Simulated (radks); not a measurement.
The gadolinium ion Gd+ inside a hard spherical wall (all orbitals vanish at R), configuration held at [Xe] 4f7 5d1 6s1 and not refilled when levels cross. All-electron calculation, scalar-relativistic Kohn-Sham, LDA (Slater exchange, Perdew-Wang correlation), spin-polarised, spherical densities, finite nucleus; open shells are filled with parallel spins first (spin-orbit coupling, left out, can overturn this in heavy ions); Fermi nuclear charge, rms radius 5.1569 fm. Program: a radial shooting solver on a logarithmic mesh with Libxc functionals. Eigenvalues in eV for spin up, with the zero of energy where the potential of the charges vanishes at infinity; a dash marks a level that is unbound or too diffuse for the functional's potential to be trusted. A positive occupied level is held by the wall or, in an anion where self-interaction has pushed it up, behind a barrier. The pressure on the wall is -dE/dV.

R (bohr) = free: E (hartree) -11262.8228; kinetic (hartree) 12089.126; e(5p) -34.660; e(4f) -16.986; e(6s) -10.001; e(5d) -9.211; e(6p, empty) -6.204; e(7s, empty) -2.897; pressure (GPa) 0
R (bohr) = 20: E (hartree) -11262.8228; kinetic (hartree) 12089.126; e(5p) -34.660; e(4f) -16.986; e(6s) -10.001; e(5d) -9.211; e(6p, empty) -6.204; e(7s, empty) -2.894; pressure (GPa) < 0.0001
R (bohr) = 15: E (hartree) -11262.8228; kinetic (hartree) 12089.126; e(5p) -34.660; e(4f) -16.986; e(6s) -10.001; e(5d) -9.211; e(6p, empty) -6.203; e(7s, empty) -2.832; pressure (GPa) < 0.0001
R (bohr) = 12: E (hartree) -11262.8228; kinetic (hartree) 12089.126; e(5p) -34.659; e(4f) -16.985; e(6s) -10.000; e(5d) -9.210; e(6p, empty) -6.198; e(7s, empty) -2.530; pressure (GPa) 0.000230
R (bohr) = 10: E (hartree) -11262.8227; kinetic (hartree) 12089.129; e(5p) -34.648; e(4f) -16.973; e(6s) -9.989; e(5d) -9.200; e(6p, empty) -6.152; e(7s, empty) -1.750; pressure (GPa) 0.00590
R (bohr) = 5: E (hartree) -11262.7010; kinetic (hartree) 12089.777; e(5p) -32.824; e(4f) -14.968; e(6s) -6.398; e(5d) -7.163; e(6p, empty) 0.184; e(7s, empty) 22.668; pressure (GPa) 14.2
R (bohr) = 3: E (hartree) -11260.6977; kinetic (hartree) 12098.407; e(5p) -22.452; e(4f) -3.001; e(6s) 29.452; e(5d) 8.305; e(6p, empty) 46.782; e(7s, empty) 134.51; pressure (GPa) 972
